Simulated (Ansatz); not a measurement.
A short molecular-dynamics run on S-phenylphenoxathiinium tetracyanoborate, `N#C[B-](C#N)(C#N)C#N.c1ccc([S+]2c3ccccc3Oc3ccccc32)cc1`.

```yaml
crystal:
  periodic: [false, false, false]
  atoms:
    - {symbol: N, position_ang: [-3.184311, 2.724731, 5.126265]}
    - {symbol: C, position_ang: [-2.625344, 2.144390, 4.275213]}
    - {symbol: B, position_ang: [-1.871100, 1.359883, 3.124292]}
    - {symbol: C, position_ang: [-1.095843, 2.332188, 2.111724]}
    - {symbol: N, position_ang: [-0.482937, 2.921737, 1.301567]}
    - {symbol: C, position_ang: [-2.865084, 0.485509, 2.219469]}
    - {symbol: N, position_ang: [-3.468758, -0.185389, 1.468453]}
    - {symbol: C, position_ang: [-0.766418, 0.343258, 3.679901]}
    - {symbol: N, position_ang: [0.092777, -0.407875, 3.953154]}
    - {symbol: C, position_ang: [-0.365816, -4.411882, -0.986115]}
    - {symbol: C, position_ang: [0.802890, -3.681911, -1.265565]}
    - {symbol: C, position_ang: [0.905484, -2.337844, -0.881022]}
    - {symbol: C, position_ang: [-0.181926, -1.753776, -0.215119]}
    - {symbol: S, position_ang: [-0.178123, -0.023345, 0.328253]}
    - {symbol: C, position_ang: [-0.693831, 0.852109, -1.139699]}
    - {symbol: C, position_ang: [-2.075245, 1.000318, -1.350747]}
    - {symbol: C, position_ang: [-2.523228, 1.625385, -2.518430]}
    - {symbol: C, position_ang: [-1.593346, 2.101496, -3.460149]}
    - {symbol: C, position_ang: [-0.220003, 1.967238, -3.237181]}
    - {symbol: C, position_ang: [0.243177, 1.343490, -2.066134]}
    - {symbol: O, position_ang: [1.600734, 1.275082, -1.917660]}
    - {symbol: C, position_ang: [2.197917, 0.969423, -0.728760]}
    - {symbol: C, position_ang: [3.574277, 1.243987, -0.640607]}
    - {symbol: C, position_ang: [4.266584, 0.972401, 0.542902]}
    - {symbol: C, position_ang: [3.600206, 0.431189, 1.657309]}
    - {symbol: C, position_ang: [2.232708, 0.150547, 1.584632]}
    - {symbol: C, position_ang: [1.543170, 0.409421, 0.385667]}
    - {symbol: C, position_ang: [-1.356300, -2.463584, 0.086738]}
    - {symbol: C, position_ang: [-1.439081, -3.805843, -0.314832]}
    - {symbol: H, position_ang: [-0.436117, -5.466897, -1.291138]}
    - {symbol: H, position_ang: [1.644610, -4.162514, -1.786446]}
    - {symbol: H, position_ang: [1.821493, -1.763051, -1.083273]}
    - {symbol: H, position_ang: [-2.785841, 0.620662, -0.598869]}
    - {symbol: H, position_ang: [-3.602507, 1.743020, -2.690035]}
    - {symbol: H, position_ang: [-1.942926, 2.595865, -4.378632]}
    - {symbol: H, position_ang: [0.525564, 2.350609, -3.948143]}
    - {symbol: H, position_ang: [4.069435, 1.685647, -1.516841]}
    - {symbol: H, position_ang: [5.341872, 1.197934, 0.599815]}
    - {symbol: H, position_ang: [4.143838, 0.231017, 2.591497]}
    - {symbol: H, position_ang: [1.689936, -0.260881, 2.453164]}
    - {symbol: H, position_ang: [-2.191658, -1.973941, 0.615599]}
    - {symbol: H, position_ang: [-2.350920, -4.379804, -0.090229]}
basis:
  gaussian: {orbitals: def2-SVP, fitting: {mean_field: def2-universal-jkfit}}
magnetization: {spin_polarized: true, initial_magnetization: 0}
hamiltonian: {xc: {name: BLYP}}
md: {timestep: 1 fs, n_steps: 15, ensemble: nve, temperature: 1000, initial_velocities: maxwell_boltzmann, seed: 440}
scf: {omitted_lower_state_checks: [starts]}
```

```sh
$ ansatz run in.yaml --threads 2 --pin off --events-out ev --progress --plain --max-ram 32768MiB --backend cuda --devices 0, --max-vram 18GiB
```

```tsv
step	time (fs)	potential energy (eV)	kinetic (eV)	T (K)	conserved (eV)
0	0.0	-42504.1255	5.1704	1000	-42498.9551
1	1.0	-42503.7914	4.8509	938	-42498.9405
2	2.0	-42503.0506	4.1541	803	-42498.8965
3	3.0	-42502.5118	3.6138	699	-42498.8980
4	4.0	-42502.1887	3.2670	632	-42498.9217
5	5.0	-42501.7456	2.8276	547	-42498.9180
6	6.0	-42501.1883	2.2854	442	-42498.9029
7	7.0	-42500.7321	1.8426	356	-42498.8895
8	8.0	-42500.5884	1.7052	330	-42498.8832
9	9.0	-42500.8471	1.9536	378	-42498.8936
10	10.0	-42501.3437	2.4259	469	-42498.9178
11	11.0	-42501.7205	2.7861	539	-42498.9344
12	12.0	-42501.7646	2.8467	551	-42498.9180
13	13.0	-42501.7468	2.8568	553	-42498.8900
14	14.0	-42502.0360	3.1235	604	-42498.9124
15	15.0	-42502.3459	3.4093	659	-42498.9366
```

Velocities are drawn at the set temperature; a run this short doesn't reach equilibrium.

Frames (Å, forces in eV/Å):

```xyz
42
time=0.0 fs
N    -3.184    2.725    5.126   -0.004    0.004    0.004
C    -2.625    2.144    4.275   -0.097    0.105    0.154
B    -1.871    1.360    3.124   -0.030    0.016    0.050
C    -1.096    2.332    2.112    0.100    0.248   -0.104
N    -0.483    2.922    1.302   -0.044    0.066    0.086
C    -2.865    0.486    2.219   -0.228   -0.125   -0.088
N    -3.469   -0.185    1.468   -0.057    0.026    0.075
C    -0.766    0.343    3.680    0.162   -0.156    0.173
N     0.093   -0.408    3.953   -0.054    0.013    0.063
C    -0.366   -4.412   -0.986    0.001   -0.227   -0.073
C     0.803   -3.682   -1.266    0.165   -0.133   -0.122
C     0.905   -2.338   -0.881    0.191    0.043   -0.052
C    -0.182   -1.754   -0.215   -0.021   -0.124    0.000
S    -0.178   -0.023    0.328   -0.111    0.026    0.213
C    -0.694    0.852   -1.140   -0.039    0.065   -0.097
C    -2.075    1.000   -1.351   -0.208   -0.055    0.100
C    -2.523    1.625   -2.518   -0.243    0.028   -0.053
C    -1.593    2.101   -3.460   -0.080    0.112   -0.216
C    -0.220    1.967   -3.237    0.123    0.104   -0.180
C     0.243    1.343   -2.066   -0.191    0.044   -0.110
O     1.601    1.275   -1.918    0.169    0.046   -0.228
C     2.198    0.969   -0.729    0.173   -0.016    0.134
C     3.574    1.244   -0.641    0.147    0.106   -0.156
C     4.267    0.972    0.543    0.252    0.049    0.008
C     3.600    0.431    1.657    0.134   -0.043    0.211
C     2.233    0.151    1.585   -0.044   -0.087    0.222
C     1.543    0.409    0.386    0.112    0.041    0.024
C    -1.356   -2.464    0.087   -0.179    0.033    0.098
C    -1.439   -3.806   -0.315   -0.208   -0.141    0.046
H    -0.436   -5.467   -1.291    0.004    0.020    0.005
H     1.645   -4.163   -1.786   -0.016    0.002    0.012
H     1.821   -1.763   -1.083   -0.064   -0.081   -0.008
H    -2.786    0.621   -0.599    0.035    0.038   -0.088
H    -3.603    1.743   -2.690    0.016    0.004   -0.002
H    -1.943    2.596   -4.379    0.002   -0.008    0.014
H     0.526    2.351   -3.948   -0.024   -0.005    0.006
H     4.069    1.686   -1.517    0.003   -0.009    0.021
H     5.342    1.198    0.600   -0.014   -0.005    0.001
H     4.144    0.231    2.591   -0.002    0.008   -0.018
H     1.690   -0.261    2.453    0.074    0.024   -0.071
H    -2.192   -1.974    0.616    0.061   -0.066   -0.045
H    -2.351   -4.380   -0.090    0.034    0.010   -0.009
42
time=3.0 fs
N    -3.147    2.750    5.156   -0.127   -0.014    0.078
C    -2.641    2.138    4.295    0.405    0.089   -0.227
B    -1.875    1.367    3.113   -0.062    0.048    0.603
C    -1.123    2.356    2.071   -1.521   -1.564    2.287
N    -0.479    2.943    1.320    1.482    1.544   -1.909
C    -2.892    0.482    2.267   -1.062   -1.336   -1.859
N    -3.456   -0.197    1.463    0.775    1.139    1.517
C    -0.771    0.314    3.684    0.159    0.147   -0.101
N     0.086   -0.449    3.938   -0.278    0.167    0.040
C    -0.324   -4.459   -0.985   -0.991    4.804    1.499
C     0.768   -3.645   -1.281   -0.046   -1.039    0.949
C     0.882   -2.333   -0.856   -0.058   -0.065   -0.793
C    -0.182   -1.758   -0.209   -0.224    0.144    0.175
S    -0.191   -0.014    0.326   -0.030   -0.410    0.540
C    -0.689    0.851   -1.128   -0.187    0.081   -0.675
C    -2.052    0.987   -1.361   -1.679    0.864    0.946
C    -2.530    1.641   -2.533    0.876   -0.251    0.487
C    -1.594    2.090   -3.461    1.377    0.296   -1.548
C    -0.149    1.939   -3.250   -2.381    1.311   -1.648
C     0.219    1.344   -2.065    2.455   -0.151   -0.232
O     1.620    1.291   -1.930   -0.691   -0.310    0.524
C     2.201    0.964   -0.728   -1.094   -0.180    0.201
C     3.555    1.248   -0.639    0.768    0.363   -1.317
C     4.241    0.973    0.520    1.150   -0.331    1.174
C     3.595    0.452    1.655   -0.145   -0.068   -0.283
C     2.214    0.154    1.590    2.359    1.168   -1.884
C     1.524    0.384    0.397    0.703    0.784   -0.916
C    -1.354   -2.489    0.077    1.031    2.587    0.643
C    -1.412   -3.799   -0.305   -2.431   -2.916   -0.704
H    -0.247   -5.420   -1.289   -0.450   -3.721   -0.882
H     1.650   -4.120   -1.643    1.026   -0.479   -0.963
H     1.758   -1.840   -1.195    1.136    1.026    0.047
H    -2.697    0.774   -0.463   -0.040   -0.222   -1.002
H    -3.554    1.912   -2.798   -0.503   -0.437    0.601
H    -2.058    2.542   -4.404    1.056   -0.255    0.899
H     0.636    2.379   -3.954   -0.940   -0.650    0.794
H     4.067    1.648   -1.544   -0.265   -0.090    0.414
H     5.339    1.105    0.602   -0.289    0.229   -0.262
H     4.229    0.273    2.535   -0.433   -0.131    0.206
H     1.742   -0.237    2.404   -1.666   -1.296    2.687
H    -2.036   -1.807    0.618   -1.027   -1.166   -0.059
H    -2.465   -4.292   -0.165    1.861    0.291   -0.048
42
time=7.0 fs
N    -3.099    2.782    5.195    0.043   -0.459   -0.430
C    -2.658    2.130    4.319    0.597    0.533    0.032
B    -1.881    1.375    3.106   -0.547   -0.405    1.030
C    -1.174    2.373    2.038    0.384   -0.173    0.659
N    -0.461    2.983    1.330   -0.327    0.001   -0.057
C    -2.937    0.463    2.311    0.022   -0.425   -1.219
N    -3.432   -0.204    1.470   -0.022    0.340    0.770
C    -0.776    0.278    3.687   -0.002    0.546   -0.372
N     0.075   -0.503    3.918   -0.405    0.262    0.044
C    -0.280   -4.485   -0.971   -1.499   -1.227   -0.146
C     0.729   -3.611   -1.293    3.481   -2.965    0.338
C     0.856   -2.325   -0.834    2.823    1.287   -2.663
C    -0.185   -1.761   -0.198   -0.445    0.976    0.540
S    -0.209   -0.003    0.325    0.176   -0.710    0.917
C    -0.683    0.850   -1.120   -0.030    0.172   -1.429
C    -2.039    0.979   -1.366   -1.877    2.038    0.486
C    -2.530    1.659   -2.548    0.969   -0.161    0.690
C    -1.578    2.077   -3.476    2.671   -0.696   -0.164
C    -0.084    1.915   -3.282   -5.546    0.458    0.240
C     0.214    1.343   -2.066    3.453   -0.162   -0.757
O     1.639    1.308   -1.940   -1.332   -0.659    1.153
C     2.193    0.956   -0.726   -1.349   -0.012   -0.005
C     3.537    1.256   -0.650    0.466   -0.267   -0.436
C     4.220    0.969    0.501    1.020   -0.413    1.146
C     3.586    0.478    1.649   -0.079   -0.220   -0.238
C     2.209    0.166    1.589   -0.152   -1.173    2.962
C     1.507    0.359    0.402    1.008    1.306   -1.292
C    -1.341   -2.495    0.071    0.899    2.339    0.856
C    -1.401   -3.818   -0.300   -0.007   -1.362   -1.216
H    -0.077   -5.642   -1.338   -1.318    2.713    1.165
H     1.733   -4.097   -1.560   -1.160    0.576   -0.569
H     1.768   -1.837   -1.310   -0.837    0.152    1.216
H    -2.595    0.941   -0.409   -0.837   -0.708   -0.644
H    -3.534    2.067   -2.852    0.202   -1.044    1.120
H    -2.082    2.454   -4.353    0.604    0.755   -0.980
H     0.687    2.347   -3.886    0.532    0.199   -0.748
H     4.038    1.594   -1.545    0.219    0.378   -0.476
H     5.309    1.015    0.571    0.290    0.483   -0.276
H     4.281    0.310    2.488   -0.718   -0.210    0.357
H     1.674   -0.305    2.549    0.905    0.968   -1.905
H    -1.967   -1.747    0.609   -1.505   -1.626   -0.112
H    -2.413   -4.166   -0.262   -0.772   -1.406    0.415
42
time=11.0 fs
N    -3.050    2.810    5.230    0.064   -0.714   -0.701
C    -2.667    2.129    4.343    0.776    0.787    0.185
B    -1.896    1.378    3.113   -0.843   -0.733    0.999
C    -1.220    2.387    2.015    2.455    1.305   -0.779
N    -0.448    3.024    1.339   -2.403   -1.671    1.643
C    -2.981    0.440    2.340    1.603    1.491    0.930
N    -3.409   -0.207    1.484   -1.283   -1.411   -1.376
C    -0.780    0.248    3.686   -0.031    0.695   -0.507
N     0.060   -0.553    3.898   -0.573    0.438    0.016
C    -0.255   -4.519   -0.958   -2.235    2.273    0.887
C     0.728   -3.610   -1.299    2.264   -1.144    1.075
C     0.860   -2.304   -0.843    0.299   -0.222   -1.661
C    -0.192   -1.752   -0.182    0.310    1.392    0.277
S    -0.226    0.005    0.328    0.285   -0.577    0.907
C    -0.678    0.851   -1.130    0.115    0.323   -1.620
C    -2.050    0.997   -1.365   -0.702    2.245   -0.589
C    -2.517    1.674   -2.554    2.294   -0.583    0.904
C    -1.531    2.056   -3.497    0.942   -0.162   -0.838
C    -0.083    1.898   -3.314   -2.978    0.512    0.518
C     0.251    1.340   -2.076    1.642   -0.254   -0.817
O     1.645    1.320   -1.941   -1.421   -0.735    1.013
C     2.170    0.948   -0.724   -0.039    0.389   -0.151
C     3.525    1.261   -0.667    0.557   -0.569   -0.111
C     4.212    0.961    0.496    1.170    0.123   -0.258
C     3.575    0.502    1.641   -0.433   -0.686    0.444
C     2.204    0.167    1.617    0.468    0.200   -0.566
C     1.503    0.350    0.392    0.924    1.060   -0.043
C    -1.318   -2.475    0.075   -1.251   -1.594    0.339
C    -1.392   -3.856   -0.310    0.033    0.176   -0.828
H    -0.091   -5.554   -1.244   -0.652   -0.486    0.052
H     1.693   -4.015   -1.578    0.464   -0.421   -1.077
H     1.701   -1.789   -1.269    0.745    0.744    0.303
H    -2.617    1.006   -0.443   -1.069   -0.801    0.131
H    -3.507    2.081   -2.753   -0.570   -0.484    0.357
H    -2.002    2.461   -4.411    0.714    0.336   -0.137
H     0.770    2.321   -3.893   -0.809   -0.288   -0.175
H     4.029    1.587   -1.592   -0.119    0.142    0.206
H     5.310    0.994    0.502    0.061    0.415    0.043
H     4.233    0.317    2.495   -0.328   -0.131    0.439
H     1.701   -0.266    2.485   -0.127   -0.014    0.191
H    -2.115   -1.914    0.587   -0.556   -0.568   -0.104
H    -2.430   -4.222   -0.303    0.240   -0.799    0.478
42
time=15.0 fs
N    -3.001    2.830    5.257   -0.212   -0.326   -0.184
C    -2.666    2.138    4.369    1.131    0.368   -0.356
B    -1.921    1.372    3.134   -0.444   -0.364    0.580
C    -1.238    2.415    1.986    0.675   -0.428    1.202
N    -0.457    3.049    1.362   -0.897   -0.412    0.208
C    -3.008    0.433    2.378    0.871    0.288   -0.741
N    -3.398   -0.223    1.486   -0.619   -0.248    0.157
C    -0.785    0.226    3.679   -0.031    0.637   -0.458
N     0.038   -0.599    3.879   -0.727    0.673   -0.044
C    -0.257   -4.521   -0.933   -1.255    1.985    0.446
C     0.758   -3.625   -1.293    2.305   -0.010    0.440
C     0.870   -2.284   -0.874   -0.328   -0.188   -0.590
C    -0.197   -1.727   -0.162    0.257    0.272   -0.229
S    -0.241    0.010    0.336    0.458   -0.069    0.423
C    -0.672    0.856   -1.160    0.121    0.340   -0.875
C    -2.070    1.043   -1.369    0.061    1.097    0.543
C    -2.477    1.683   -2.549    0.632    0.069    0.016
C    -1.474    2.034   -3.528   -2.216    0.886   -1.446
C    -0.120    1.886   -3.338    1.358   -0.103    1.167
C     0.308    1.334   -2.096   -1.943   -0.356   -0.445
O     1.639    1.325   -1.932   -0.391   -0.555    0.368
C     2.146    0.945   -0.723    1.484    0.668   -0.120
C     3.520    1.259   -0.685    0.326   -0.842    0.598
C     4.219    0.954    0.489    0.900    0.523   -0.940
C     3.561    0.517    1.638    0.142   -0.936    1.148
C     2.207    0.171    1.636    0.128    0.782   -2.502
C     1.509    0.355    0.381    0.172    0.585    1.084
C    -1.312   -2.473    0.084   -3.574   -3.358    0.202
C    -1.381   -3.892   -0.329   -0.907    0.726    0.102
H    -0.201   -5.576   -1.147   -0.085   -0.641   -0.323
H     1.694   -3.982   -1.748   -0.149   -0.375   -0.352
H     1.716   -1.648   -1.170    0.104   -0.350    0.034
H    -2.775    0.953   -0.488    0.511   -0.477   -0.914
H    -3.538    2.012   -2.598    0.415   -0.230   -0.500
H    -1.826    2.518   -4.494    0.270   -0.384    0.910
H     0.754    2.264   -3.943   -1.118   -0.247   -0.104
H     4.008    1.605   -1.618   -0.142    0.022    0.374
H     5.321    1.035    0.440   -0.197    0.200    0.388
H     4.132    0.307    2.560    0.007    0.151   -0.137
H     1.691   -0.242    2.475   -0.449   -0.361    0.932
H    -2.323   -2.171    0.542    1.618    0.468   -0.386
H    -2.428   -4.398   -0.273    1.737    0.520    0.325
```

It took 2.7 min on 2 threads of AMD EPYC 7R13 on a shared host and a share (18 GiB) of an NVIDIA H100 80GB HBM3.
